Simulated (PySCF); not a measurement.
`C[Si@@H]1OC[C@H](C#N)O1`, C4H7NO2Si

Geometry (Å), atoms numbered from 1 in this order:
```xyz
15

C    -2.1369    0.8668    0.6994
Si   -1.0654   -0.0132   -0.5751
O    -0.3410   -1.3414    0.0743
C     1.0238   -1.3728   -0.1853
C     1.4670    0.0730   -0.5510
C     2.0577    0.7136    0.6106
N     2.4909    1.2095    1.5443
O     0.3325    0.7753   -0.9648
H    -1.5821    1.1351    1.5951
H    -2.5498    1.7750    0.2752
H    -2.9679    0.2362    0.9945
H    -1.7096   -0.3339   -1.8440
H     1.2217   -2.0419   -1.0294
H     1.5509   -1.7411    0.6992
H     2.2038    0.0677   -1.3649
```

Computed, not measured: TDDFT LC-wPBE/aug-cc-pVDZ circular dichroism and optical rotation, one conformer, gas phase (PySCF). Geometry: GFN2-xTB.

Problem. Draw the ECD and absorption spectra from the lowest 16 states, each a Gaussian of half-width 0.35 eV at 1/e height.

Solution. 
| E (eV) | λ (nm) | Δε (L mol⁻¹ cm⁻¹) | ε (L mol⁻¹ cm⁻¹) |
| --- | --- | --- | --- |
| 7.12 | 174 | -0.26 | 20.2 |
| 7.27 | 170 | -1.30 | 78.1 |
| 7.42 | 167 | -3.97 | 225 |
| 7.57 | 164 | -7.57 | 495 |
| 7.72 | 161 | -8.60 | 871 |
| 7.87 | 157 | -4.54 | 1370 |
| 8.02 | 155 | +1.20 | 2270 |
| 8.17 | 152 | +2.75 | 4080 |
| 8.32 | 149 | -0.95 | 6870 |
| 8.47 | 146 | -5.80 | 9600 |
| 8.62 | 144 | -7.64 | 10700 |
| 8.77 | 141 | -5.43 | 9870 |
| 8.92 | 139 | -0.67 | 7920 |
| 9.07 | 137 | +4.29 | 6080 |
| 9.22 | 134 | +7.58 | 4730 |

Δε uses R in velocity form, ε uses f in length form. Only the states computed contribute, so the short-wavelength end is incomplete.
